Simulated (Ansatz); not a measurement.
`[NH2][Hf]([NH2])([F])[Cl]` + HCl → `[NH2][Hf]([F])([Cl])[Cl]` + NH₃ at 400 K and 1 bar (ligand exchange at the Hf–N bond).

Computed with Ansatz on PBE0-D4/def2-TZVP structures; ΔE is electronic, products minus reactants. CCSD(T)/CBS adds triple-zeta CCSD(T) − MP2 to the extrapolated MP2 energy (def2 sets, frozen cores). This one scheme is used for every species. def2 core potentials past Kr. For Hf outer-core shells are correlated without core-valence functions, which leaves a few kJ/mol of doubt a bond. One conformer a species, not always the lowest.

```
                    species  CCSD(T)/CBS energy (Eh)  H − E (kJ/mol)  S (J/(mol·K))
`[NH2][Hf]([NH2])([F])[Cl]`               -719.53162           176.7          434.7
                        HCl               -460.38127            29.6          195.4
 `[NH2][Hf]([F])([Cl])[Cl]`              -1123.44141           111.6          427.2
                        NH₃                -56.50880           104.2          203.1
```

H − E and S are ideal-gas, rigid-rotor, harmonic terms from PBE0-D4/def2-TZVP, for one conformer and one mirror image of each species. 1 Eh = 2625.50 kJ/mol, R = 8.31446 J/(mol·K).

Problem. By hand: ΔE, ΔH, ΔS and ΔG.

Solution. ΔE = (-1123.44141) + (-56.50880) − (-719.53162) − (-460.38127) = -0.03732 Eh = -98.0 kJ/mol. Δ(H − E) = 111.6 + 104.2 − 176.7 − 29.6 = 9.5, so ΔH = -88.5 kJ/mol. ΔS = 427.2 + 203.1 − 434.7 − 195.4 = 0.2 J/(mol·K). ΔG = -88.5 − 400 × (0.2)/1000 = -88.6 kJ/mol.

Problem. By hand: the equilibrium constant, and the temperature at which ΔG would vanish if ΔH and ΔS stayed fixed.

Solution. log₁₀ K = −ΔG/(RT ln 10) = 11.6. ΔH and −TΔS have one sign here, so there is no such temperature.

The number of gas molecules stays the same, so ΔS is small and ΔH decides. A doubt of 5 kJ/mol in ΔE shifts log₁₀ K by 0.7 here. Other conformers and mirror images would add mixing entropy, several J/(mol·K) or more a flexible species. These are equilibria of isolated gas molecules and say nothing of rates. Largest T1 diagnostic: 0.014 (customary marks: 0.02 for closed shells, 0.045 for open ones).

ΔS is within the doubt of such terms, so its sign, and with it that verdict, could turn.
